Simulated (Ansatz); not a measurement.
Job for Ansatz (a quantum-chemistry and plane-wave program): R-wB97M-V/def2-TZVPPD on C2H6O (a complex). Files ending in .json are basis or fitting sets from the Basis Set Exchange.

Ansatz 0.2 input:
```yaml
crystal:
  periodic: [false, false, false]
  atoms:
    - {symbol: C, position_ang: [0.13631089, 0.14782572, -0.19393894]}
    - {symbol: H, position_ang: [-0.86372106, 0.55475764, -0.04579590]}
    - {symbol: H, position_ang: [0.82235242, 0.58571681, 0.52953990]}
    - {symbol: H, position_ang: [0.11510911, -0.93379335, -0.06693690]}
    - {symbol: H, position_ang: [0.47309810, 0.38527346, -1.20189512]}
    - {symbol: C, position_ang: [-0.71125908, -0.22275921, 3.08357667]}
    - {symbol: O, position_ang: [0.26033522, -0.12736014, 3.77950468]}
    - {symbol: H, position_ang: [-1.03030176, -1.18913322, 2.64782842]}
    - {symbol: H, position_ang: [-1.34528253, 0.65055817, 2.83641514]}
basis:
  gaussian:
    orbitals: def2-TZVPPD.json
hamiltonian:
  xc: {name: wB97M-V}
scf: {lower_state_search: off}
```

The head of its log:

```
WARN ansatz: RAYON_NUM_THREADS=1 ignored (pool sized by the plan → 1); use --threads N
Functional definition: wB97M-V
these checks for a lower state are left out or cut short: stability, starts, cluster_reference, orbital_swaps, neighbouring_geometries, increment
integrals: 0.11 GiB planned
886 factors; their error is unknown
integrals: 0.15 GiB planned
302 factors; integrals over basis functions are off by at most 2.8e-5 eV
mean field: 1.16 GiB planned
mean field evaluation 1: about -4212.9445 eV, gradient 5.1e1 eV
mean field evaluation 2: about -4212.2972 eV, gradient 5.8e1 eV
```

Task: What total energy does the run end on?

Result: -155.0037 hartree.
